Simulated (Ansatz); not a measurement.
Ansatz (a program for electronic structure) input (r2SCANh/def2-TZVPD):

Ansatz 0.2 input:
```yaml
crystal:
  periodic: [false, false, false]
  atoms:
    - {symbol: C, position_ang: [1.89810304, -0.00695638, -0.13375735]}
    - {symbol: C, position_ang: [0.71704237, -0.18849680, 0.06093693]}
    - {symbol: C, position_ang: [-0.77587317, -0.34474074, 0.26312233]}
    - {symbol: O, position_ang: [-1.51511058, 0.61783038, -0.26041654]}
    - {symbol: H, position_ang: [2.92521377, 0.18217212, -0.32181517]}
    - {symbol: H, position_ang: [-0.86507089, -0.48866269, 1.38731378]}
    - {symbol: H, position_ang: [-0.97489164, -1.39498896, -0.12397777]}
basis:
  gaussian:
    orbitals: def2-TZVPD
hamiltonian:
  xc: {name: r2SCANh}
total_charge: -1
output: {forces: true}
```

Output:

```
Functional definition: r2SCANh
integrals: 0.06 GiB planned
859 factors; their error is unknown
mean field: 0.76 GiB planned
mean field evaluation 1: about -5199.8384 eV, gradient 4.0e1 eV
mean field evaluation 2: about -5192.9892 eV, gradient 7.0e1 eV
mean field evaluation 4: about -5203.2355 eV, gradient 3.0e0 eV
mean field evaluation 8: about -5203.2642 eV, gradient 1.9e-1 eV
mean field evaluation 16: about -5203.2504 eV, gradient 3.8e-4 eV
mean field -5203.25037785 eV, -191.2159244962 hartree, gradient 5.5e-5 eV, S^2 0.000000; 0 other end points of the search recorded, 0 dependent functions left out
the calculation of the forces begins
reference -5203.25039046 eV, -191.2159249598 hartree; 15, 15 occupied and 163, 163 virtual orbitals, 859 factors
Total energy: -5203.25039046 eV, -191.2159249598 hartree
Atom 0 at     1.898103    -0.006956    -0.133757 Å, force     0.038125     0.007231    -0.007107 eV/Å
Atom 1 at     0.717042    -0.188497     0.060937 Å, force    -0.264514    -0.033804     0.039494 eV/Å
Atom 2 at    -0.775873    -0.344741     0.263122 Å, force     0.253133    -0.072223     0.024918 eV/Å
Atom 3 at    -1.515111     0.617830    -0.260417 Å, force    -0.005718    -0.022365     0.013828 eV/Å
Atom 4 at     2.925214     0.182172    -0.321815 Å, force    -0.000868     0.002519    -0.001448 eV/Å
Atom 5 at    -0.865071    -0.488663     1.387314 Å, force    -0.013362     0.032231    -0.080014 eV/Å
Atom 6 at    -0.974892    -1.394989    -0.123978 Å, force    -0.006797     0.086410     0.010330 eV/Å
Dipole moment:     0.808846    -0.374220     0.165645 e Å
```

It need not be the lowest isomer of its formula. Whether it binds its extra electron was not tested at this geometry.
